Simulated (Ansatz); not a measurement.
`CC(C)(C)OS(=O)(=O)CC(F)(F)C(F)F`, 27 atoms. Hardware: 4 threads of Intel Xeon on a shared host.

Correlated methods freeze 19 core orbitals.

Task: How many basis functions does each of these Ansatz runs have, and roughly what does it cost? PBE0-D4/def2-TZVP, charge 0 singlet, energy and forces, from earlier orbitals; PBE0-D4/def2-SVP, charge -1 doublet at the geometry of the charge 0 singlet, energy; PBE0-D4/def2-SVP, charge 0 singlet, energy, from earlier orbitals; B3LYP-D4/6-31G, charge 0 singlet, energy; r2SCAN-D4/def2-SVP, charge 1 doublet, relaxation, 13 steps; r2SCAN-D4/def2-TZVP, charge 0 singlet, energy, from earlier orbitals; HF/6-31G, charge 0 singlet, energy; PBE-D4/def2-SVP, charge -1 doublet at the geometry of the charge 0 singlet, energy, from earlier orbitals; PBE-D4/def2-TZVP, charge 0 singlet, energy and forces, from earlier orbitals; PBE0-D4/def2-SVP, charge 0 triplet at the geometry of the charge 0 singlet, energy; MP2/def2-SVP, charge 0 singlet, energy, from earlier orbitals; PBE0-D4/def2-SVP, charge 1 doublet at the geometry of the charge 0 singlet, energy.

Result: Other jobs shared the machine, so times can vary by a factor of up to 3. A dash marks memory too small to be measured apart from the calling script's.

```
                                                                                                      run  functions  fitting or Cholesky vectors  wall time  peak host memory (GiB)
                                                                       HF/6-31G, charge 0 singlet, energy        163                         1942      2.7 s                       –
                                                                 B3LYP-D4/6-31G, charge 0 singlet, energy        163                         1942      4.7 s                       –
                                        PBE0-D4/def2-SVP, charge 0 singlet, energy, from earlier orbitals        274                         3031        9 s                     1.9
                                            MP2/def2-SVP, charge 0 singlet, energy, from earlier orbitals        274                         2703      9.5 s                     1.1
PBE-D4/def2-SVP, charge -1 doublet at the geometry of the charge 0 singlet, energy, from earlier orbitals        274                         3028       12 s                       –
                             PBE-D4/def2-TZVP, charge 0 singlet, energy and forces, from earlier orbitals        543                         3126       14 s                     1.8
                                     r2SCAN-D4/def2-TZVP, charge 0 singlet, energy, from earlier orbitals        543                         3126       18 s                     1.8
                       PBE0-D4/def2-SVP, charge 1 doublet at the geometry of the charge 0 singlet, energy        274                         2703       23 s                     1.8
                       PBE0-D4/def2-SVP, charge 0 triplet at the geometry of the charge 0 singlet, energy        274                         2703       28 s                     1.8
                      PBE0-D4/def2-SVP, charge -1 doublet at the geometry of the charge 0 singlet, energy        274                         2703       37 s                       2
                            PBE0-D4/def2-TZVP, charge 0 singlet, energy and forces, from earlier orbitals        543                         3688       37 s                     4.3
                                               r2SCAN-D4/def2-SVP, charge 1 doublet, relaxation, 13 steps        274                         3028    2.7 min                       –
```
